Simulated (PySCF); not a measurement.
Scandium: a sound run and one with changed settings

Sound run: Sc⁺ [Ar] 3d1 4s1, Sc²⁺ [Ar] 3d1. All numbers are calculated (PySCF 2.14, scalar relativity by spin-free X2C-1e, in x2c-TZVPall (6s5p4d1f, 48 functions)). In the sound run the correlated levels freeze [Ar]. The sound run starts from symmetry-adapted Hartree-Fock orbitals and uses a fine grid where one is needed.

Changed run: basis STO-3G, all-electron and non-relativistic. This setting is unsound on purpose.

| species | method | sound run (hartree) | changed run (hartree) | converged |
| --- | --- | --- | --- | --- |
| Sc⁺ | UHF | -763.07766 | -751.82319 | yes |
| Sc⁺ | TPSS | -763.95932 | -752.57565 | yes |
| Sc⁺ | B3LYP | -763.95853 | -752.55929 | yes |
| Sc⁺ | MP2 | -763.08035 | -751.82319 | yes |
| Sc²⁺ | UHF | -762.62829 | -751.32350 | yes |
| Sc²⁺ | TPSS | -763.48841 | -752.04339 | yes |
| Sc²⁺ | B3LYP | -763.47641 | -752.02068 | yes |

Ionisation energy of Sc⁺:

| method | sound run (eV) | changed run (eV) |
| --- | --- | --- |
| UHF | 12.228 | 13.597 |
| TPSS | 12.814 | 14.484 |
| B3LYP | 13.119 | 14.656 |
| MP2 | 12.301 | 13.597 |
| SCS-MP2 | 12.252 | 13.597 |

A minimal basis cannot let orbitals breathe on ionisation and holds almost no correlation. The Hamiltonian changed with the basis, so the totals do not compare.

For comparison, NIST gives 12.800 eV between the lowest levels.
